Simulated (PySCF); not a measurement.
**Energy of Cl²⁺ (chlorine, charge +2) between two integer charges**

The 3p alpha orbital of [Ne] 3s2 3p3 is emptied in steps (occupation f), with all orbitals relaxed, ending at [Ne] 3s2 3p2. Calculation: PySCF 2.14, in aug-pcseg-2; no relativity, point nucleus. The exact energy is a straight line in f; departures are measured from the line between the end points of the same method.

Among UHF, LDA, PBE, PBE0, r2SCAN, LC-wPBE, BHandHLYP, wB97X, r2SCAN0, CAM-B3LYP, which shows the largest delocalisation error (convex curve), and which is closest to linear?

Most convex: LDA (-1.665 eV at f = 0.5); closest to linear: UHF (0.175 eV).

```json
{"f": "1", "UHF (eV)": "0.000", "LDA (eV)": "0.000", "PBE (eV)": "0.000", "PBE0 (eV)": "0.000", "r2SCAN (eV)": "0.000", "LC-wPBE (eV)": "0.000", "BHandHLYP (eV)": "0.000", "wB97X (eV)": "0.000", "r2SCAN0 (eV)": "0.000", "CAM-B3LYP (eV)": "0.000"}
{"f": "0.75", "UHF (eV)": "0.133", "LDA (eV)": "-1.247", "PBE (eV)": "-1.215", "PBE0 (eV)": "-0.881", "r2SCAN (eV)": "-1.126", "LC-wPBE (eV)": "-0.326", "BHandHLYP (eV)": "-0.558", "wB97X (eV)": "-0.392", "r2SCAN0 (eV)": "-0.818", "CAM-B3LYP (eV)": "-0.615"}
{"f": "0.5", "UHF (eV)": "0.175", "LDA (eV)": "-1.665", "PBE (eV)": "-1.616", "PBE0 (eV)": "-1.169", "r2SCAN (eV)": "-1.481", "LC-wPBE (eV)": "-0.428", "BHandHLYP (eV)": "-0.741", "wB97X (eV)": "-0.513", "r2SCAN0 (eV)": "-1.074", "CAM-B3LYP (eV)": "-0.817"}
{"f": "0.25", "UHF (eV)": "0.129", "LDA (eV)": "-1.249", "PBE (eV)": "-1.207", "PBE0 (eV)": "-0.870", "r2SCAN (eV)": "-1.094", "LC-wPBE (eV)": "-0.313", "BHandHLYP (eV)": "-0.553", "wB97X (eV)": "-0.374", "r2SCAN0 (eV)": "-0.793", "CAM-B3LYP (eV)": "-0.610"}
{"f": "0", "UHF (eV)": "0.000", "LDA (eV)": "0.000", "PBE (eV)": "0.000", "PBE0 (eV)": "0.000", "r2SCAN (eV)": "0.000", "LC-wPBE (eV)": "0.000", "BHandHLYP (eV)": "0.000", "wB97X (eV)": "0.000", "r2SCAN0 (eV)": "0.000", "CAM-B3LYP (eV)": "0.000"}
```

```
   method  E(f=0) − E(f=1) (eV)  −ε at f=1 (eV)  −ε at f=0.5 (eV)
      UHF                38.958          39.679            38.948
      LDA                39.672          33.037            39.666
      PBE                39.588          33.104            39.610
     PBE0                39.668          34.958            39.694
   r2SCAN                39.832          33.773            39.922
  LC-wPBE                39.772          38.015            39.806
BHandHLYP                39.447          36.467            39.460
    wB97X                39.542          37.427            39.592
  r2SCAN0                39.816          35.410            39.886
CAM-B3LYP                39.555          36.272            39.568
```

Reference removal energy between the ground levels: 39.8 ± 0.11 eV (semi-empirical (NIST evaluation); NIST Atomic Spectra Database, ionization energies). The calculation has no spin-orbit coupling. UHF lacks correlation.
